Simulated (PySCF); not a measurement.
## Electronic structure of I (iodine, neutral) at the UHF level

Configuration: [Kr] 4d10 5s2 5p5, 2P determinant. Computed with PySCF 2.14 in x2c-SVPall (6s5p3d, 36 functions), with scalar relativity by spin-free X2C-1e.

```json
{
 "Total energy": "-7111.894376 hartree",
 "One-electron energy": "-9749.1844 hartree",
 "Hartree (Coulomb) energy": "2817.5545 hartree",
 "Exchange energy": "-180.2645 hartree",
 "⟨S²⟩": "0.7560",
 "⟨L²⟩": "2.018",
 "Sum of ⟨r⟩": "38.02 bohr",
 "Sum of ⟨r²⟩": "60.88 bohr²",
 "Traceless quadrupole moment −½Σ⟨3z² − r²⟩ along its main axis": "2.84 e·bohr²",
 "Langevin diamagnetic susceptibility": "-48.2 ×10⁻⁶ cm³/mol",
 "Time after the integrals": "0.08 s of wall time on 1 thread of Neoverse-V2 (shared host)"
}
```

| shell | electrons | mean orbital energy (eV) | spread (eV) | rms radius, mean of both spins (bohr) |
| --- | --- | --- | --- | --- |
| 1s α | 1 | -33330.7 | 0 | 0.0312 |
| 1s β | 1 | -33330.6 | 0 | 0.0312 |
| 2s α | 1 | -5249.7 | 0 | 0.127 |
| 2s β | 1 | -5249.7 | 0 | 0.127 |
| 2p α | 3 | -4709.9 | 0.092 | 0.113 |
| 2p β | 3 | -4709.8 | 0.038 | 0.113 |
| 3s α | 1 | -1103.3 | 0 | 0.334 |
| 3s β | 1 | -1103.2 | 0 | 0.334 |
| 3p α | 3 | -923.46 | 0.256 | 0.334 |
| 3p β | 3 | -923.36 | 0.026 | 0.334 |
| 3d α | 5 | -652.57 | 0.220 | 0.313 |
| 3d β | 5 | -652.52 | 0.144 | 0.313 |
| 4s α | 1 | -211.61 | 0 | 0.788 |
| 4s β | 1 | -211.40 | 0 | 0.788 |
| 4p α | 3 | -152.52 | 0.662 | 0.845 |
| 4p β | 3 | -152.29 | 0.117 | 0.845 |
| 4d α | 5 | -62.978 | 0.738 | 0.998 |
| 4d β | 5 | -62.801 | 0.452 | 0.998 |
| 5s α | 1 | -24.963 | 0 | 2.14 |
| 5s β | 1 | -22.533 | 0 | 2.14 |
| 5p α | 3 | -11.254 | 1.549 | 2.62 |
| 5p β | 2 | -10.209 | 0 | 2.62 |

Densities and radii are taken from the X2C orbitals without a picture-change correction, which distorts them close to the nucleus.
